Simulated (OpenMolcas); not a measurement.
OpenMolcas run: Fe V

Input:

```
&GATEWAY
Coord
1

Fe 0.0 0.0 0.0
Basis=ANO-RCC-VDZ
Group=XYZ
NoMove
AngMom=0.0 0.0 0.0
AMFI
&SEWARD
&RASSCF
FileOrb=start.orb
Symmetry=1
Spin=5
nActEl=4 0 0
Inactive=3 6
Ras2=5 0
CIRoot=5 5 1
SDav=5
CIMx=300
Iter=120 100
PrWF=0.3
OrbListing=Nothing
MaxOrb=0
Atom
>>> COPY $Project.JobIph JOB001
&RASSCF
FileOrb=start.orb
Symmetry=1
Spin=3
nActEl=4 0 0
Inactive=3 6
Ras2=5 0
CIRoot=45 45 1
SDav=45
CIMx=300
Iter=120 100
PrWF=0.3
OrbListing=Nothing
MaxOrb=0
Atom
>>> COPY $Project.JobIph JOB002
&RASSCF
FileOrb=start.orb
Symmetry=1
Spin=1
nActEl=4 0 0
Inactive=3 6
Ras2=5 0
CIRoot=50 50 1
SDav=50
CIMx=300
Iter=120 100
PrWF=0.3
OrbListing=Nothing
MaxOrb=0
Atom
>>> COPY $Project.JobIph JOB003
&RASSI
NrOfJobIphs=3 5 30 22
1 2 3 4 5
1 2 3 4 5 6 7 8 9 10 11 12 13 14 15 16 17 18 19 20 21 22 23 24 25 26 27
28 29 30
1 2 3 4 5 6 7 8 9 10 11 12 13 14 15 16 17 18 19 20 21 22
IphNames
JOB001
JOB002
JOB003
EJob
SpinOrbit
DIPRint=1.0
SOCoupling=1000.0
Subsets=2
MEES
Property=10
'ANGMOM' 1 'ANGMOM' 2 'ANGMOM' 3 'MLTPL  1' 1 'MLTPL  1' 2 'MLTPL  1' 3
'AMFI' 1 'AMFI' 2 'AMFI' 3 'MLTPL  2' 6
SOProperty=3
'ANGMOM' 1 'ANGMOM' 2 'ANGMOM' 3
```

Launched by
```bash
OMP_NUM_THREADS=1 MOLCAS_MEM=2252 MOLCAS_PROJECT=a pymolcas a.inp > a.log  # once for each step of the input, in one work folder
```

A driver script runs the steps one by one and writes start.orb anew before each from the orbitals found so far.

Output, cut to the results:

```
--- SEWARD ---
Basis set label: FE.ANO-RCC...5S4P2D.

      Electronic valence basis set:
      ------------------
      Associated Effective Charge  26.000000 au
      Associated Actual Charge     26.000000 au
      Nuclear Model: Point charge

      Shell  nPrim  nBasis  Cartesian Spherical Contaminant
         s      21       5        X
         p      15       4        X
         d      10       2                 X
                  Relativistic Douglas-Kroll-Hess integrals:
                    - DKH order of Hamiltonian: 2
                    - DKH order of Properties : 0
                  Atomic mean-field integrals
--- RASSCF ---
Wave function specifications:
      -----------------------------

      Number of closed shell electrons          18
      Number of electrons in active shells       4
      Max number of holes in RAS1 space          0
      Max nr of electrons in RAS3 space          0
      Number of inactive orbitals                9
      Number of active orbitals                  5
      Number of secondary orbitals              13
      Spin quantum number                      2.0
      State symmetry                             1
Orbital specifications:
      -----------------------

      Symmetry species                           1   2
                                                ag  au
      Frozen orbitals                            0   0
      Inactive orbitals                          3   6
      Active orbitals                            5   0
      RAS1 orbitals                              0   0
      RAS2 orbitals                              5   0
      RAS3 orbitals                              0   0
      Secondary orbitals                         7   6
      Deleted orbitals                           0   0
      Number of basis functions                 15  12
      Number of CSFs                             5
      Number of root(s) required                 5
      Iter CI   SX   CI       RASSCF       Energy    max ROT     max BLB   max BLB  Level Ln srch  Step   QN
          iter iter root      energy       change     param      element    value   shift minimum  type update
 Nr of preliminary CI iterations:   1
      Total energies have been shifted. Add                -1000.00 au
        1   1    6    0  -266.90225597    0.00E+00  -2.28E-01*   4  10 2 -6.49E-01*  0.00   0.00    SX    NO
        2   1    5    0  -267.47962595   -5.77E-01* -2.23E-02    5  11 2  2.35E-01*  0.00   0.00    SX    NO
        3   1    5    0  -267.49516292   -1.55E-02* -1.87E-02    4  10 2 -3.49E-02*  0.00   0.00    SX    NO
        4   1    5    0  -267.49672009   -1.56E-03*  7.66E-03    5  11 2  2.11E-02*  0.00   0.00    SX    NO
        5   1    5    0  -267.49701397   -2.94E-04* -2.42E-03    4  10 2 -8.99E-03*  0.00   0.69    QN   YES
        6   1    3    0  -267.49709065   -7.67E-05* -4.42E-05    8  15 1  7.88E-05   0.00   1.01    QN   YES
        7   1    2    0  -267.49709067   -1.85E-08* -6.06E-07    4  10 2  4.36E-06   0.00   1.01    QN   YES
        8   1    2    0  -267.49709067   -1.41E-11  -4.41E-08    5  11 2  3.61E-07   0.00   1.07    QN   YES
      Convergence after  8 iterations
        9   1    2    0  -267.49709067    9.09E-13  -4.41E-08    3   9 1 -1.03E-08   0.00   1.07    QN   YES
      Natural orbitals and occupation numbers for root  1
      sym 1:   0.000000   1.000000   1.000000   1.000000   1.000000
      Natural orbitals and occupation numbers for root  2
      sym 1:   1.000000   1.000000   0.000000   1.000000   1.000000
      Natural orbitals and occupation numbers for root  3
      sym 1:   1.000000   1.000000   1.000000   1.000000  -0.000000
::    RASSCF root number  1 Total energy:  -1267.49709067
::    RASSCF root number  2 Total energy:  -1267.49709067
::    RASSCF root number  3 Total energy:  -1267.49709067
::    RASSCF root number  4 Total energy:  -1267.49709067
::    RASSCF root number  5 Total energy:  -1267.49709067
--- RASSCF ---
Wave function specifications:
      -----------------------------

      Number of closed shell electrons          18
      Number of electrons in active shells       4
      Max number of holes in RAS1 space          0
      Max nr of electrons in RAS3 space          0
      Number of inactive orbitals                9
      Number of active orbitals                  5
      Number of secondary orbitals              13
      Spin quantum number                      1.0
      State symmetry                             1
...
--- RASSI ---
SPIN-FREE ENERGIES:
  (Shifted by EMIN (a.u.) =      -1267.4970906654)

 SF State       Relative EMIN(au)   Rel lowest level(eV)    D:o, cm**(-1)      L_eff

     1             0.0000000000        0.0000000000              0.0000         2.0
     2             0.0000000000        0.0000000000              0.0000         2.0
     3             0.0000000000        0.0000000000              0.0000         2.0
     4             0.0000000000        0.0000000000              0.0000         2.0
     5             0.0000000000        0.0000000000              0.0000         2.0
     6             0.1212179296        3.2985079027          26604.2604         5.0
     7             0.1212179296        3.2985079027          26604.2604         5.0
     8             0.1212179296        3.2985079027          26604.2604         5.0
     9             0.1212179296        3.2985079027          26604.2604         5.0
    10             0.1212179296        3.2985079027          26604.2604         5.0
    11             0.1212179296        3.2985079027          26604.2604         5.0
    12             0.1212179296        3.2985079027          26604.2604         5.0
    13             0.1212179296        3.2985079027          26604.2604         5.0
    14             0.1212179296        3.2985079027          26604.2604         5.0
    15             0.1212179296        3.2985079027          26604.2604         5.0
    16             0.1212179296        3.2985079027          26604.2604         5.0
    17             0.1353166411        3.6821533862          29698.5699         1.0
    18             0.1353166411        3.6821533862          29698.5699         1.0
    19             0.1353166411        3.6821533862          29698.5699         1.0
    20             0.1392425443        3.7889826538          30560.2061         3.0
    21             0.1392425443        3.7889826538          30560.2061         3.0
...
```

Levels above the lowest, from the spin-orbit matrix, grouped by J:

```json
{"Configuration": "3d4", "Term": "5D", "J": "0", "E (eV)": "0.0000", "Measured (eV)": "0.0000", "Term weight %": "100", "Second": ""}
{"Configuration": "3d4", "Term": "5D", "J": "1", "E (eV)": "0.0188", "Measured (eV)": "0.0176", "Term weight %": "100", "Second": ""}
{"Configuration": "3d4", "Term": "5D", "J": "2", "E (eV)": "0.0553", "Measured (eV)": "0.0517", "Term weight %": "100", "Second": ""}
{"Configuration": "3d4", "Term": "5D", "J": "3", "E (eV)": "0.1075", "Measured (eV)": "0.0996", "Term weight %": "100", "Second": ""}
{"Configuration": "3d4", "Term": "5D", "J": "4", "E (eV)": "0.1727", "Measured (eV)": "0.1590", "Term weight %": "100", "Second": ""}
{"Configuration": "3d4", "Term": "3H", "J": "4", "E (eV)": "3.3547", "Measured (eV)": "3.0912", "Term weight %": "99", "Second": ""}
{"Configuration": "3d4", "Term": "3H", "J": "5", "E (eV)": "3.3936", "Measured (eV)": "3.1276", "Term weight %": "99", "Second": ""}
{"Configuration": "3d4", "Term": "3H", "J": "6", "E (eV)": "3.4369", "Measured (eV)": "3.1651", "Term weight %": "100", "Second": ""}
{"Configuration": "3d4", "Term": "3P", "J": "0", "E (eV)": "3.5981", "Measured (eV)": "2.9825", "Term weight %": "100", "Second": ""}
{"Configuration": "3d4", "Term": "3P", "J": "1", "E (eV)": "3.6961", "Measured (eV)": "3.0962", "Term weight %": "100", "Second": ""}
{"Configuration": "3d4", "Term": "3F", "J": "2", "E (eV)": "3.8701", "Measured (eV)": "3.3179", "Term weight %": "100", "Second": ""}
{"Configuration": "3d4", "Term": "3F", "J": "3", "E (eV)": "3.8751", "Measured (eV)": "3.3280", "Term weight %": "95", "Second": "5 3G"}
{"Configuration": "3d4", "Term": "3P", "J": "2", "E (eV)": "3.8931", "Measured (eV)": "3.2817", "Term weight %": "100", "Second": ""}
{"Configuration": "3d4", "Term": "3F", "J": "4", "E (eV)": "3.8949", "Measured (eV)": "3.3443", "Term weight %": "94", "Second": "5 3G"}
{"Configuration": "3d4", "Term": "3G", "J": "3", "E (eV)": "4.2352", "Measured (eV)": "3.6968", "Term weight %": "95", "Second": "5 3F"}
{"Configuration": "3d4", "Term": "3G", "J": "4", "E (eV)": "4.2814", "Measured (eV)": "3.7378", "Term weight %": "94", "Second": "5 3F"}
```

Against the 15 measured excited levels shown (Corliss and Sugar, J. Phys. Chem. Ref. Data 11, 135 (1982)) the mean absolute deviation is 2900 cm-1; the largest miss in energy is 3d4 3P0: computed 3.5981, measured 2.9825 eV (+20.6 %). Levels of one J stand in another order than measured, so their pairing by name is doubtful.

Some high roots are left out of the spin-orbit mixing, which shifts the levels that they would mix with. Without dynamic correlation excited terms often stand tens of per cent too high (terms of higher spin than the ground term too low), and those without a measured partner can miss by more than the paired ones. The basis is small and was not contracted for so high a charge. Measured partners are found by configuration, term and J. A level has none where our copy of the source lacks it or the pairing is in doubt (some pairs that miss far off the trend of their configuration count as doubtful), and it then counts in no deviation. Levels of configurations outside the active space are missing. The first state left out of the spin-orbit step lies near 43000 cm-1 above the lowest spin-free state of the reference (among the parities and spins computed), and the list stops at four fifths of that energy or lower.

The term weight is that of the spin-free term in the level, not the purity of its configuration.
